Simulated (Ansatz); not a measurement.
Calculated with Ansatz (gas phase, PBE0-D4/def2-TZVP geometries, no zero-point term in ΔE). CCSD(T)/CBS is the MP2 limit (def2-TZVPP, def2-QZVPP) plus CCSD(T) − MP2 in def2-TZVPP, frozen cores. This one scheme is used for every species. def2 core potentials past Kr. For Y outer-core shells are correlated without core-valence functions, which leaves a few kJ/mol of doubt a bond. Each species was taken in one conformer, which may not be the lowest.

Reaction (ligand exchange at a Y–O bond): `[OH][Y]([OH])[Cl]` + HCl → `[OH][Y]([Cl])[Cl]` + H₂O

`[OH][Y]([OH])[Cl]`:

Cartesian coordinates in Å:
```
O -1.288 -1.276 0.187
Y -0.085 0.230 -0.363
O 1.512 0.673 0.764
Cl -0.571 1.540 -2.427
H -1.822 -2.001 0.499
H 2.254 0.835 1.339
```

HCl:

Z-matrix (Å, degrees):
```
Cl
H 1 1.279
```

`[OH][Y]([Cl])[Cl]`:

```xyz
5

O     0.820   -0.070   -1.223
Y    -0.283    0.025    0.420
Cl   -2.236   -1.460    0.629
Cl    0.348    1.621    2.187
H     1.351   -0.116   -2.013
```

H₂O:

Cartesian coordinates in Å:
```
O 0.196 -0.336 0.003
H -0.629 -0.146 -0.449
H 0.433 0.482 0.445
```

```
            species  CCSD(T)/CBS(def2) energy (Eh)
`[OH][Y]([OH])[Cl]`                     -649.80681
                HCl                     -460.38127
`[OH][Y]([Cl])[Cl]`                    -1033.83051
                H₂O                      -76.37941
```

Problem. Work out ΔE.

Solution. ΔE = (-1033.83051) + (-76.37941) − (-649.80681) − (-460.38127) = -0.02184 Eh = -0.59 eV.

Largest T1 diagnostic among the species: 0.013.

From PBE to PBE0 (25 % exact exchange), in def2-TZVPP and without D4, ΔE moves by −0.07 eV. Leaving LDA and LC-ωPBE aside and taking each functional with its dispersion term where it has one, the values, not all of them listed here, spread over 0.15 eV, from r2SCAN0-D4 to BLYP-D4. LDA lies +0.05 eV from PBE without D4. In def2-TZVPP, CCSD(T) changes the Hartree–Fock value by +0.17 eV (the triples alone add +0.01 eV) and MP2 by +0.17 eV.
